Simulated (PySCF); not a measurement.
Molecule: `C(OCCC)CC`, C$_{6}$H$_{14}$O.

Molfile (atoms numbered from 1):
```
C6H14O
     RDKit          3D

 21 20  0  0  0  0  0  0  0  0999 V2000
   -2.8651    1.2922    0.1090 C   0  0  0  0  0  0  0  0  0  0  0  0
   -1.8805    0.1441   -0.0326 C   0  0  0  0  0  0  0  0  0  0  0  0
   -0.4611    0.5403    0.3131 C   0  0  0  0  0  0  0  0  0  0  0  0
    0.3736   -0.5699    0.1501 O   0  0  0  0  0  0  0  0  0  0  0  0
    1.7009   -0.3827    0.5520 C   0  0  0  0  0  0  0  0  0  0  0  0
    2.5427    0.4187   -0.4313 C   0  0  0  0  0  0  0  0  0  0  0  0
    4.0008    0.5009   -0.0107 C   0  0  0  0  0  0  0  0  0  0  0  0
   -2.6033    2.1331   -0.5535 H   0  0  0  0  0  0  0  0  0  0  0  0
   -2.8881    1.6801    1.1403 H   0  0  0  0  0  0  0  0  0  0  0  0
   -3.8872    0.9767   -0.1472 H   0  0  0  0  0  0  0  0  0  0  0  0
   -2.1700   -0.6994    0.6158 H   0  0  0  0  0  0  0  0  0  0  0  0
   -1.8857   -0.2455   -1.0640 H   0  0  0  0  0  0  0  0  0  0  0  0
   -0.4118    0.9087    1.3609 H   0  0  0  0  0  0  0  0  0  0  0  0
   -0.1444    1.3864   -0.3315 H   0  0  0  0  0  0  0  0  0  0  0  0
    1.7378    0.0959    1.5542 H   0  0  0  0  0  0  0  0  0  0  0  0
    2.1343   -1.3907    0.6645 H   0  0  0  0  0  0  0  0  0  0  0  0
    2.1294    1.4362   -0.5346 H   0  0  0  0  0  0  0  0  0  0  0  0
    2.4513   -0.0548   -1.4233 H   0  0  0  0  0  0  0  0  0  0  0  0
    4.1104    0.9910    0.9704 H   0  0  0  0  0  0  0  0  0  0  0  0
    4.4528   -0.5010    0.0704 H   0  0  0  0  0  0  0  0  0  0  0  0
    4.5979    1.0753   -0.7343 H   0  0  0  0  0  0  0  0  0  0  0  0
  1  2  1  0
  2  3  1  0
  3  4  1  0
  4  5  1  0
  5  6  1  0
  6  7  1  0
  1  8  1  0
  1  9  1  0
  1 10  1  0
  2 11  1  0
  2 12  1  0
  3 13  1  0
  3 14  1  0
  5 15  1  0
  5 16  1  0
  6 17  1  0
  6 18  1  0
  7 19  1  0
  7 20  1  0
  7 21  1  0
M  END
```

Geometry PBE0-D3(BJ)/def2-SVP throughout; GIAO in PySCF 2.14.0 with density-fitted response routines, gas phase, one conformer, non-relativistic; equivalent atoms averaged; functional PBE0.

For orientation, 6-31G* gives these absolute shieldings σ: C3/C5 124.9, C2/C6 171.4, C1/C7 182.9, O4 297.5, H13/H14/H15/H16 28.58, H11/H12/H17/H18 30.30, H8/H9/H10/H19/H20/H21 31.13 ppm.

A run gave: C3/C5 123.6, C2/C6 171.1, C1/C7 183.0, O4 299.7, H13/H14/H15/H16 28.24, H11/H12/H17/H18 29.93, H8/H9/H10/H19/H20/H21 30.63 ppm (absolute shieldings σ).

Which basis set was used in that run?
A. 6-311+G(2d,p)
B. 6-31G
C. aug-cc-pVDZ
D. def2-SVP

Results:

D. O4 tells them apart best: def2-SVP gives 299.7, 6-311+G(2d,p) gives 278.1, aug-cc-pVDZ gives 287.6, 6-31G gives 290.7 ppm.
